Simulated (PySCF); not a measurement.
## Radial density of Re (rhenium, neutral)

UHF, [Xe] 4f14 5d5 6s2, high-spin 6S determinant. Calculation: PySCF 2.14, in aug-cc-pVTZ-PP with ECP60MDF; scalar relativity through the core potential. This is the valence pseudo-density: the core potential removes the inner electrons and smooths the orbitals near the nucleus.

| r (bohr) | 4πr²ρ (e/bohr) | 4πr²(ρα − ρβ) |
| --- | --- | --- |
| 0.138 | 1.045e-05 | 0.0000 |
| 0.232 | 0.0005314 | 0.0001 |
| 0.391 | 0.06724 | 0.0050 |
| 0.657 | 3.774 | 0.2572 |
| 1.11 | 11.71 | 2.5458 |
| 1.86 | 4.602 | 2.7540 |
| 3.13 | 1.223 | 0.5547 |
| 5.26 | 0.1798 | -0.0343 |
| 8.85 | 0.005520 | -0.0041 |
| 14.9 | 2.757e-05 | 0.0000 |

Energies and moments cover only the electrons outside the core potential. Spin-orbit coupling, which splits the p, d and f shells strongly at this Z, is absent.

(1) Where is the radial spin density 4πr²(ρα − ρβ) most negative, and why is it negative at all?

Answers

(1) Around r = 5.26 bohr, down to -0.0343 e/bohr: exchange with the open shell polarises the paired shells in an unrestricted calculation.
